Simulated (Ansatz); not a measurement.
Isolated molecules relaxed with PBE0-D4/def2-TZVP in Ansatz; ΔE leaves out vibrations. CBS: MP2 limit from def2 TZ/QZ plus the TZ coupled-cluster correction, frozen cores. This one scheme is used for every species. Functionals use def2-TZVPP. B3LYP here is the variant with VWN-RPA as its local correlation; programs differ in this. Each species was taken in one conformer, which may not be the lowest.

Reaction (hydrogenolysis of a B–S bond): `SB1CC1Cl` + H₂ → `ClC1BC1` + H₂S

```csv
level,ΔE (kJ/mol),difference from CCSD(T)/CBS
LDA (SPW92),89.5,14.7
PBE-D4,88.3,13.5
revPBE-D4,91.2,16.4
BLYP-D4,83.1,8.3
B3LYP-D4,77.2,2.4
r2SCANh-D4,82.0,7.2
r2SCAN0-D4,78.9,4.1
BHLYP-D4,68.7,-6.1
ωB97M-V,72.8,-2.0
revPBE,78.9,4.1
HF/def2-SVP,46.3,-28.5
MP2/def2-TZVPP,84.5,9.7
CCSD(T)/def2-TZVPP,75.5,0.7
HF/def2-QZVPP,41.8,-33.0
MP2/def2-QZVPP,83.7,8.9
MP2/CBS(def2),83.9,9.1
CCSD(T)/CBS,74.8,0
```

**Question.** What do rigid-rotor, harmonic-oscillator terms from PBE0-D4/def2-TZVP frequencies (298.15 K, 1 bar) make of the CCSD(T)/CBS value? (An estimate is asked.)

**Answer.** The calculation gave: ΔZPE = +5.8 kJ/mol, ΔH = +78.9 kJ/mol, ΔS = 40 J/(mol·K), ΔG = +66.9 kJ/mol.

Largest T1 diagnostic among the species: 0.012.

From BLYP to BHLYP (50 % exact exchange), in def2-TZVPP and without D4, ΔE moves by −10.8 kJ/mol. At CCSD(T), def2-SVP lies +7.9 kJ/mol from the extrapolated value and def2-TZVPP +0.7 kJ/mol.
